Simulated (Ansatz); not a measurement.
Species: CH3O3Si, SMILES `O=C(O)[SiH2][O-]` (Si–C–O–H torsion 180°, O–C–Si–O torsion -179°) (charge -1, multiplicity 1).

**Question.** Give a relaxed geometry from CAM-B3LYP-D3(BJ)/def2-TZVPD in Ansatz (an electronic-structure program).

**Answer.** This is not unique; one that fits is the end point of this relaxation, one of several conformers (outside a Z-matrix the atoms follow the SMILES, hydrogens last).
Cartesian coordinates (Å) in one orientation:
```xyz
8

O      1.201    -1.362    -0.077
C      0.727    -0.246    -0.048
O      1.579     0.815    -0.097
Si    -1.200     0.148     0.072
O     -1.632     1.636     0.068
H      2.468     0.426    -0.150
H     -1.493    -0.683     1.297
H     -1.651    -0.734    -1.064
```
